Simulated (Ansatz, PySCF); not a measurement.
Pulling on the Ga1–H2 bond in FGaH2 (SMILES [F][GaH2]) (multiplicity 1 held, fragments rigid). Energies count from the point at 1.556 Å.
Geometry at that point (charge 0, multiplicity 1):
```xyz
4

Ga    -0.1531    -0.2983     0.0991
H      0.6238    -1.0578     1.2132
H     -1.4763    -0.6025    -0.6615
F      0.6222     1.2119    -0.4027
```

R- and RO- levels are restricted; in cc, def2 and unpolarised 6-31G sets they are followed outwards from rest. U- levels take the lowest unrestricted solution at each point, which mixes spins at long bonds. Active spaces are followed from a long bond inwards. Left out are points that failed, MP2 points that dive below the minimum, coupled-cluster points behind a jump of the amplitudes or a sharp parting from full CI or MRCI, small-basis points behind a change of solution, and semi-empirical points at long bonds. Curves can end on different states.

Cores are frozen in the correlated methods. Filled d and f shells under p-block atoms count as core. Rows in LANL2DZ carry no dispersion term and start afresh at each structure. LANL2DZ brings its own core potentials from Na on.

Run with Ansatz (a program for electronic structure) with Gaussian orbitals; PySCF for LANL2DZ rows. Each number belongs to the level named beside it.

Energies in kcal/mol.

```csv
R (Å),R-PBE/cc-pVTZ,U-PBE/cc-pVTZ,R-BP86/LANL2DZ,U-MP2/cc-pVTZ,"FIC-MRCISD on CASSCF(2,2)/cc-pVTZ","FIC-MRCISD+Q on CASSCF(2,2)/cc-pVTZ"
1.245,26.7,26.7,28.0,28.9,29.2,29.2
1.401,5.4,5.4,6.4,6.0,6.2,6.2
1.556,0.0,0.0,0.0,0.0,0.0,0.0
1.712,2.9,2.9,2.0,3.2,2.8,2.8
1.867,10.0,10.0,8.5,11.1,10.1,10.2
2.101,23.8,23.8,21.8,26.7,24.4,24.5
2.334,38.0,38.0,36.2,48.7,39.0,39.3
2.723,59.0,59.0,58.2,69.1,59.0,59.5
3.112,75.1,71.6,75.6,75.9,71.6,72.4
3.579,88.6,76.7,90.4,78.5,78.7,79.6
4.202,99.2,78.2,102.1,79.4,81.6,82.6
4.980,105.6,78.6,left out,79.6,82.3,83.3
```

Doubts at one or more of the structures used: a restricted determinant that unrestricted orbitals would lower (R-PBE/cc-pVTZ); a spin-contaminated determinant (U-PBE/cc-pVTZ, U-MP2/cc-pVTZ).
